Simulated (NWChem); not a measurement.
The numbers come from NWChem runs, not from measurements. System: H$_{3}$N$_{2}$, charge 0, spin multiplicity 2, at a geometry optimised with UPBE0/def2-SVP. The structure started from a generated list of species. Its SCF solution wasn't tested for a lower state. Level: UMP2/def2-TZVP, 2 core orbitals frozen.

NWChem printed:

```
             Northwest Computational Chemistry Package (NWChem) 7.3.0
             --------------------------------------------------------

                                NWChem Input Module
                                -------------------

 Scaling coordinates for geometry "geometry" by  1.889725989
 (inverse scale =  0.529177249)

                             Geometry "geometry" -> ""
                             -------------------------

 Output coordinates in angstroms (scale by  1.889725989 to convert to a.u.)

  No.       Tag          Charge          X              Y              Z
 ---- ---------------- ---------- -------------- -------------- --------------
    1 N                    7.0000     0.65114900    -0.35655300     0.09592000
    2 N                    7.0000    -0.54698500     0.18908400    -0.12331500
    3 H                    1.0000     1.32450700     0.41590200     0.02417400
    4 H                    1.0000    -0.72479300     1.17457500     0.06738200
    5 H                    1.0000    -1.32885800    -0.41819000     0.10021200

 Effective nuclear repulsion energy (a.u.)      36.6884911946

            Nuclear Dipole moment (a.u.)
            ----------------------------
        X                 Y               Z
 ---------------- ---------------- ----------------
     0.0000075589     0.0000075589     0.0000056692


 Summary of "ao basis" -> "" (spherical)
 ------------------------------------------------------------------------------
       Tag                 Description            Shells   Functions and Types
 ---------------- ------------------------------  ------  ---------------------
 *                         def2-tzvp                  on all atoms

 Summary of "ao basis" -> "ao basis" (spherical)
 ------------------------------------------------------------------------------
       Tag                 Description            Shells   Functions and Types
 ---------------- ------------------------------  ------  ---------------------
 N                         def2-tzvp                11       31   5s3p2d1f
 H                         def2-tzvp                 4        6   3s1p

                                 NWChem SCF Module
                                 -----------------

  ao basis        = "ao basis"
  functions       =    80
  atoms           =     5
  alpha electrons =     9
  beta  electrons =     8
  charge          =   0.00
  wavefunction    = UHF
  use symmetry    = F
[...]
     2   0 2 0     -8.947050     -9.906518     -9.281143     10.240610
     2   0 1 1      0.296847      0.809706      0.756050     -1.268909
     2   0 0 2    -10.760239     -6.399228     -5.025293      0.664282

                   NWChem MP2 Semi-direct Energy/Gradient Module
                   ---------------------------------------------

  Basis functions       =     80
  Molecular orbitals    =     80
  Frozen core           =      2
  Frozen virtuals       =      0
  Active alpha occupied =      7
  Active beta occupied  =      6
  Active alpha virtual  =     71
  Active beta virtual   =     72
  Use MO symmetry       = F
  Use skeleton AO sym   = F

  AO/Fock/Back tols     =   1.0D-09  1.0D-09  1.0D-09

 GA uses MA = F    GA memory limited = T

 Available:
  local mem=  1.26D+08
 global mem=  1.44D+08
 local disk=  0.00D+00
  mp2_memr nvloc                    71
  nvloc new                    71
   1 passes of   7:        5242880                      37896                   5484285.
   1 passes of   7: M    126152869           G      144166400           F     120909989.

 Semi-direct pass number   1 of   1  for UHF alpha       at        3.9s
  vrange nnbf                  3239
  mp2_eaftype                    20  avail_ma_in_mb                  1099
 EAF : mp2_eaftype filesize          20    2742142.
  mp2_eaf for mointskh                     20
Node 0 wrote     12.9 Mb in      0.0 s     Agg I/O rate:  1404.4 Mb/s
 Done moints_semi at        5.6s
  mp2_eaftype                    20  avail_ma_in_mb                  1079
 EAF : mp2_eaftype filesize          20    2742142.
  mp2_eaf for kh                    20
 Done maket at        5.7s
 Done multipass loop at        5.7s

 GA uses MA = F    GA memory limited = T

 Available:
  local mem=  1.26D+08
 global mem=  1.44D+08
 local disk=  0.00D+00
  mp2_memr nvloc                    72
  nvloc new                    72
   1 passes of   6:        5242880                      34647                   4768466.
   1 passes of   6: M    126152869           G      144166400           F     120909989.

 Semi-direct pass number   1 of   1  for UHF beta        at        5.8s
  vrange nnbf                  3239
  mp2_eaftype                    18  avail_ma_in_mb                  1099
 EAF : mp2_eaftype filesize          18    2384233.
  mp2_eaf for mointskh                     18
Node 0 wrote     11.2 Mb in      0.0 s     Agg I/O rate:  1034.0 Mb/s
 Done moints_semi at        7.5s
  mp2_eaftype                    18  avail_ma_in_mb                  1081
 EAF : mp2_eaftype filesize          18    2384233.
  mp2_eaf for kh                    18
 Done maket at        7.6s
 Done multipass loop at        7.6s

          -------------------------------------------
          SCF energy                -110.622929110279
          Correlation energy          -0.390319758258
          Singlet pairs                0.000000000000
          Triplet pairs                0.000000000000
          Total MP2 energy          -111.013248868537
          -------------------------------------------

          ---------------------------------------------------
                    Spin Component Scaled (SCS) MP2
          Same spin pairs                     -0.095084341214
          Same spin scaling factor             0.333333333333
          Opposite spin pairs                 -0.295235417044
          Opposite spin scaling fact.          1.200000000000
          SCS-MP2 correlation energy          -0.385977280858
          Total SCS-MP2 energy              -111.008906391137
          ---------------------------------------------------

 -----------------------
 Performance information
 -----------------------

 Timer overhead =  1.90D-07 seconds/call

               Nr. of calls         CPU time (s)                 Wall time (s)                GFlops
             ---------------    -------------------     ------------------------------   -------------------
Name         Min   Avg   Max    Min     Avg     Max     Min     Avg     Max   Mx/calls   Min     Max     Sum
mp2: moin     2     2     2    3.5     3.5     3.5      3.5     3.5     3.5     1.7      0.0     0.0     0.0
mp2: make     2     2     2   0.22    0.22    0.22     0.22    0.22    0.22    0.11      0.0     0.0     0.0
mp2: tota     1     1     1    3.8     3.8     3.8      3.8     3.8     3.8     3.8      0.0     0.0     0.0

 The average no. of pstat calls per process was 5.00D+00
 with a timing overhead of 9.49D-07s

 Task  times  cpu:        7.5s     wall:        7.5s

 Total times  cpu:        7.6s     wall:        7.6s
```

Task: Write an NWChem input that would produce this output.

Result: One answer among several that fit: 
```
start mol
memory heap 200 mb stack 900 mb global 1100 mb
geometry units angstroms nocenter noautoz noautosym
  N      0.651149    -0.356553     0.095920
  N     -0.546985     0.189084    -0.123315
  H      1.324507     0.415902     0.024174
  H     -0.724793     1.174575     0.067382
  H     -1.328858    -0.418190     0.100212
end
basis spherical
  * library def2-tzvp
end
scf
  uhf
  nopen 1
  maxiter 100
  thresh 1e-7
  semidirect memsize 60000000 filesize 0
  # guess.movecs holds the orbitals of an unrestricted PBE0 run
  vectors input guess.movecs output mol.movecs
end
mp2
  freeze core 2
end
task mp2 energy
```
